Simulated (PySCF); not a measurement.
CH₆O₂Si₂, SMILES C(=O)[SiH2]O[SiH3]. Geometry: PBE-D3(BJ)/def2-SVP. The values are those of a single conformer.

Computed equilibrium geometry at PBE-D3(BJ)/def2-SVP (PySCF confirms it by a frequency run) as Cartesian coordinates in Å, and its point group (one conformer of several):
point group Cs.
```xyz
11

O     -0.1774    -3.2353     0.0000
C     -0.6188    -2.0990     0.0000
Si     0.6139    -0.6070     0.0000
O     -0.2660     0.8150     0.0000
Si    -0.1540     2.4881     0.0000
H     -1.7418    -1.9071     0.0000
H      1.4756    -0.7176     1.2283
H      1.4756    -0.7176    -1.2283
H     -1.5480     3.0410     0.0000
H      0.5800     2.9617     1.2257
H      0.5800     2.9617    -1.2257
```
Charge 0, spin multiplicity 1.
